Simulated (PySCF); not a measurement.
# Energy of Zr⁺ (zirconium, charge +1) between two integer charges

The 5s alpha orbital of [Kr] 4d2 5s1 is emptied in steps (occupation f), with all orbitals relaxed, ending at [Kr] 4d2. All numbers are calculated (PySCF 2.14, a scalar-relativistic core potential, in def2-SVP with the def2 core potential (28 electrons) (5s3p2d1f, 31 functions)). The exact energy is a straight line in f; departures are measured from the line between the end points of the same method.

```tsv
f	UHF (eV)
1	0.000
0.9	0.013
0.7	0.028
0.5	0.033
0.3	0.027
0.1	0.011
0	0.000
```

```tsv
method	E(f=0) − E(f=1) (eV)	−ε at f=1 (eV)	−ε at f=0.5 (eV)
UHF	12.300	12.442	12.295
```

Orbital energy along the path (eV):

```tsv
f	UHF
1	-12.442
0.9	-12.410
0.7	-12.350
0.5	-12.295
0.3	-12.245
0.1	-12.199
0	-12.178
```

Reference removal energy between the ground levels: 13.13 eV (measured; NIST Atomic Spectra Database, ionization energies). The calculation has no spin-orbit coupling. UHF lacks correlation.
